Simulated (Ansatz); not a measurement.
The same path of AsFGaH$_{3}$ (6 atoms, charge 0, multiplicity 1) was run twice with different band settings. The coordinate that changes most is the height of As3 over the plane of its neighbours.

These are results of RKS revPBE-D4/def2-SVPD (Ansatz 0.2.0), not measurements.

Relaxed end points:

```xyz
6
Properties=species:S:1:pos:R:3
F 0.480 -2.243 -0.335
Ga -0.549 -0.811 0.079
As 0.794 1.117 0.722
H -2.093 -1.123 0.033
H 1.616 0.936 -0.568
H -0.207 2.059 0.022
```

```xyz
6
Properties=species:S:1:pos:R:3
F 0.484 -2.244 -0.310
Ga -0.574 -0.796 -0.064
As 0.537 1.271 -0.717
H -2.022 -1.163 0.436
H 1.746 0.860 0.145
H -0.129 2.008 0.464
```

Common settings: spring 5.0 eV/Å²; optimiser quadratic models (default); start path IDPP; force threshold 0.05 eV/Å; iteration limit 60; end points relaxed.

| run | movable images | climbing image |
| --- | --- | --- |
| 1 | 7 | yes |
| 2 | 1 | no |

What does each run give, and how far can it be trusted?

Run 1: converged after 4 iterations, highest image 0.978 eV above the first end. A vibrational analysis at the climbing image gives one clearly imaginary mode, 570i cm⁻¹: a first-order saddle point.
Run 2: converged after 4 iterations, highest image 0.978 eV above the first end. No image climbed, so the highest image needn't sit at the top of the path. So few images can step over the top or miss a turn of the path.
